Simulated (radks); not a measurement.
Er4+, 64 electrons, occupied as [Xe] 4f10. Calculated with a radial shooting solver on a logarithmic mesh with Libxc functionals: Dirac Kohn-Sham, PBEsol, spin-unpolarised, spherical densities, finite nucleus; open shells fill j = l - 1/2 first; Fermi nuclear charge, rms radius 5.2516 fm. Some entries of the table are withheld. Estimate them.

orbital,occ.,eigenvalue (eV),r(max) (bohr)
1s1/2,2,-57325.10,(1)
2s1/2,2,-9671.534,0.07344
2p1/2,2,(2),0.05513
2p3/2,4,(3),0.06135
3s1/2,2,-2210.826,0.2075
3p1/2,2,-2010.758,(4)
3p3/2,4,-1818.413,(5)
3d3/2,4,-1475.431,0.1642
3d5/2,6,-1433.393,0.1679
4s1/2,2,-480.3689,0.4740
4p1/2,2,-400.3136,0.4761
4p3/2,4,-356.6603,0.5037
4d3/2,4,-224.6111,0.5058
4d5/2,6,-216.6224,0.5147
5s1/2,2,-99.1868,1.091
5p1/2,2,-76.0562,1.177
5p3/2,4,-69.5999,1.252
4f5/2,6,-56.7456,0.4985
4f7/2,4,-55.5163,0.5033

Answer. 
(1) 1s1/2 r(max) (bohr): 0.01286
(2) 2p1/2 eigenvalue (eV): -9216.416
(3) 2p3/2 eigenvalue (eV): -8300.242
(4) 3p1/2 r(max) (bohr): 0.1951
(5) 3p3/2 r(max) (bohr): 0.2081
